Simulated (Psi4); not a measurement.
C₄H₁₀O₂Sb (SMILES CC[O][Sb][O]CC), doublet, at a GFN2-xTB geometry (the spin is typed, not shown lowest) (all electrons, no relativity). Base run: Psi4 1.11 with HF/STO-3G.

Here is a job for Psi4.
```
memory 2 GB

molecule mol {
0 2
Sb    0.019032    0.851419    0.065224
O    -1.821430    0.109785    0.234539
C    -2.031329   -1.215732    0.628883
C    -1.747946   -1.436298    2.108001
H    -3.086613   -1.416770    0.412958
H    -1.416156   -1.893987    0.030699
H    -2.321302   -0.732635    2.706809
H    -2.012376   -2.451229    2.392482
H    -0.687527   -1.276462    2.297460
O     0.784436   -0.969131   -0.403846
C     2.098989   -1.127326   -0.834804
C     2.409173   -0.402538   -2.137708
H     2.806077   -0.806394   -0.057459
H     2.225358   -2.207407   -0.978168
H     2.355708    0.674787   -1.985429
H     3.406345   -0.663799   -2.481660
H     1.682474   -0.682349   -2.895914
}

set {
  basis sto-3g
  reference uhf
  scf_type pk
  stability_analysis check
}

energy('scf')
print_variables()
```

The bond that is stretched is that between atoms 7 and 4. A test that says stable can miss a lower solution.

The base run was repeated with changes; each row names its change, and settings that it needs were set with it.

| change | ΔE vs base (mEh) | <S^2> |
|---|---|---|
| base | 0.000 | 0.763 |
| stability_analysis = follow; reference = uhf | 0.000 | 0.763 |
| bond × 1.25 | 43.243 | 0.763 |
| stability_analysis = follow; reference = uhf; bond × 1.25 | 43.243 | 0.763 |
| bond × 1.5 | 122.7 | 0.763 |
| stability_analysis = follow; reference = uhf; bond × 1.5 | 120.5 | 0.962 |
| bond × 1.8 | 219.7 | 0.763 |
| stability_analysis = follow; reference = uhf; bond × 1.8 | 165.8 | 1.515 |
| bond × 2.2 | 193.5 | 1.773 |
| stability_analysis = follow; reference = uhf; bond × 2.2 | 193.5 | 1.773 |
| bond × 3.0 | 186.1 | 1.773 |
| stability_analysis = follow; reference = uhf; bond × 3.0 | 186.1 | 1.773 |

Psi4 reported an instability in these rows: bond × 1.5; stability_analysis = follow; reference = uhf; bond × 1.5; bond × 1.8; stability_analysis = follow; reference = uhf; bond × 1.8 (restricted rows aren't judged here).

On stretching, the SCF can end on different states; <S^2> shows the spin contamination of each.
